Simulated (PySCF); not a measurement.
Compound: C6H5N2O (doublet state).
Structure used (GFN2-xTB), in Å, numbered top down from 1:
```xyz
14
C6H5N2O angstrom
C      2.706   -0.732    0.641
N      2.002   -0.427   -0.395
C      0.700   -0.245   -0.387
C     -0.083    0.262   -1.453
C     -1.384    0.242   -1.086
C     -1.454   -0.306    0.315
C     -2.014    0.684    1.229
N     -2.439    1.484    1.924
O     -0.115   -0.606    0.666
H      2.317   -0.757    1.655
H      3.749   -0.945    0.481
H      0.333    0.594   -2.383
H     -2.251    0.561   -1.626
H     -2.065   -1.222    0.397
```

The hyperfine couplings belong to this conformer and change with its torsions.

As a line formula: `C=N[C]1O[C@@H](C#N)C=C1` [radical].

Level of theory: UKS B3LYP, pcH-1 on C H N O, non-relativistic, mean-field spin-orbit, GIAO in PySCF 2.14.0. The structure is a single GFN2-xTB conformer in the gas phase; no vibrational or solvent corrections. A GFN2-xTB geometry isn't a minimum of the functional, and hyperfine couplings can be far from their values at a DFT geometry. The frame is twisted about the N2–C3 bond at this geometry (dihedral C1–N2–C3–O9 = -13°); couplings at other torsion angles weren't computed. The SCF solution wasn't tested for stability. ⟨S²⟩ is 0.780 where a pure state has 0.75.

(1) The isotropic 13C couplings are +54.1, +51.2, +47.5, +33.8, -31.2, -16.4 MHz. Assign them to C1; C3; C4; C5; C6; C7.

Answers

(1) 
```csv
site,a_iso (MHz),ρ(0) (bohr⁻³),position,distance from C1 (Å),spin population,largest |T| (MHz)
C1,+47.5,+0.0422,largest spin population,0.00,+0.53,82.9
C3,+51.2,+0.0455,a main spin site,2.31,+0.41,78.3
C4,-31.2,-0.0278,1 bond from C5,3.63,-0.17,20.5
C5,+33.8,+0.0301,a main spin site,4.54,+0.38,59.8
C6,-16.4,-0.0145,1 bond from C5,4.19,-0.03,0.9
C7,+54.1,+0.0481,2 bonds from C5,4.96,+0.02,3.5
```

ρ(0) is the spin density at the nucleus and T the dipolar tensor. The largest Mulliken spin populations are on C1 (+0.53), C3 (+0.41), C5 (+0.38) and C4 (-0.17). Three atoms exceed +0.15. The angles at C1 add up to 360.0°, so it is planar. Main spin sites, with 60 % or more of the largest population: C1, C3, C5; positions count bonds from the nearest.

The spin density at the nucleus, in bohr⁻³, is negative for C4 (-0.0278), N2 (-0.0241) and C6 (-0.0145), for instance. A restricted open-shell determinant has no negative spin density anywhere; here it arises because α and β orbitals differ (spin polarisation).

C3, the radical centre as drawn in `C=N[C]1C=C[C@H](C#N)O1`, holds a spin population of +0.41 out of 1.
